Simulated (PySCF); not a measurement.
The same groups moved round the core (quinoline silyl+mercapto). Isolated molecules, 0 K electronic values unless said otherwise. One relaxed conformer stands for each flexible species; it need not be the lowest. Strings in code marks are SMILES.

These are PBE-D3(BJ)/def2-TZVP // PBE-D3(BJ)/def2-SVP (PySCF 2.14.0) values and carry that method's errors. All candidates: neutral, multiplicity 1. Delta-SCF ions had no search for a lower state. 

```yaml
LUMO: -2.69 eV
HOMO–LUMO gap: 2.84 eV
vertical ionisation energy (Delta-SCF): 7.81 eV
```

### Question
Which member has these values?
A. `[SiH3]c1cc2ncccc2cc1S` (C–C–S–H torsion 179°)
B. `[SiH3]c1ccc(S)c2cccnc12` (C–C–S–H torsion 139°)
C. `[SiH3]c1cc(S)c2ccccc2n1` (C–C–S–H torsion 152°)
D. `[SiH3]c1cc2ccccc2nc1S` (N–C–S–H torsion 0°)

### Answer
A, `[SiH3]c1cc2ncccc2cc1S` (C–C–S–H torsion 179°). The others give `[SiH3]c1cc(S)c2ccccc2n1` (C–C–S–H torsion 152°): -2.83 eV, 2.93 eV, 7.97 eV; `[SiH3]c1ccc(S)c2cccnc12` (C–C–S–H torsion 139°): -2.89 eV, 2.78 eV, 7.93 eV; `[SiH3]c1cc2ccccc2nc1S` (N–C–S–H torsion 0°): -2.64 eV, 3.01 eV, 7.89 eV
